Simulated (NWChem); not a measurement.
C3H5F; SMILES FC(=C)C

Computed with NWChem. Coordinates come from a PBE0/def2-SVP optimisation. Level: PBE0/def2-SVP with SMD (1 M gas to 1 M solution), gas-phase geometry.

**Question.** Estimate the computed values for solvent n-hexane. Quantities: solvation free energy (kcal/mol); cavity-dispersion-structure term (kcal/mol); dipole in solution (D).

**Answer.** 
| Item | Value |
|---|---|
| solvation free energy (kcal/mol) | -2.0 |
| cavity-dispersion-structure term (kcal/mol) | -0.6 |
| dipole in solution (D) | 1.64 |
